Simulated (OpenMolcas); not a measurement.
**Setting up C2H5BN (SMILES B[N]C=C) in OpenMolcas**

C2H5BN has 9 atoms, charge 0, and is taken as a doublet. SMILES: `B[N]C=C`. The coordinates come from a PBE0-D4/def2-TZVP relaxation.

| atom | x (Å) | y (Å) | z (Å) |
| --- | --- | --- | --- |
| B | -0.8646 | 1.6748 | -0.1104 |
| N | -0.4864 | 0.3877 | -0.1062 |
| C | -0.1262 | -0.8444 | -0.1021 |
| C | 1.1610 | -1.2706 | 0.2123 |
| H | -1.3009 | 2.1640 | 0.8968 |
| H | -0.7589 | 2.3169 | -1.1207 |
| H | -0.8714 | -1.6018 | -0.3596 |
| H | 1.4106 | -2.3233 | 0.2004 |
| H | 1.9254 | -0.5495 | 0.4723 |

Settings wanted:

- method: HF
- reference: ROHF
- relativity: sfX2C
- integral approximation: none
- basis set: ANO-R0
- task: energy
- nucleus: finite

Problem. Write the OpenMolcas 26.06 input and the command.

Solution. One that was run (others would do as well):

coord.xyz:
```
9

B     -0.864600     1.674800    -0.110400
N     -0.486400     0.387700    -0.106200
C     -0.126200    -0.844400    -0.102100
C      1.161000    -1.270600     0.212300
H     -1.300900     2.164000     0.896800
H     -0.758900     2.316900    -1.120700
H     -0.871400    -1.601800    -0.359600
H      1.410600    -2.323300     0.200400
H      1.925400    -0.549500     0.472300
```

step1.inp:
```
* C2H5BN Hartree-Fock
>>> EXPORT MOLCAS_PRINT=2
&GATEWAY
COORD
coord.xyz
BASIS
ANO-R0
GROUP
NoSym
&SEWARD
&SCF
UHF
SPIN
2
PRORBITALS
0
&RASSCF
FILEORB
$Project.UnaOrb
SPIN
2
NACTEL
1 0 0
INACTIVE
14
RAS2
1
OUTORBITALS
Canonical
ORBLISTING
Nothing
```

```bash
$ export MOLCAS_MEM=1860
$ pymolcas step1.inp > step1.log
```

Calculated total energy: -157.18740 Eh.
